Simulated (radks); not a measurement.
Species: B2+. Configuration: [He] 2s1. Method: scalar-relativistic Kohn-Sham, PBE, spin-unpolarised, spherical densities, point nucleus; without spin polarisation the odd electron is poorly described; hard spherical wall at 6 bohr; computed with a radial shooting solver on a logarithmic mesh with Libxc functionals.

Unscreened Slater integrals over Kohn-Sham orbitals (hartree). Empty in this configuration: 2p.

integral,value
"F0(2s,2s)",0.55140
"F0(2s,1s)",0.77154
"G0(2s,1s)",0.063104
"F0(2s,2p)",0.55962
"G1(2s,2p)",0.34576
"F0(1s,1s)",2.8775
"F0(1s,2p)",0.79239
"G1(1s,2p)",0.093148
"F0(2p,2p)",0.57324
"F2(2p,2p)",0.27122
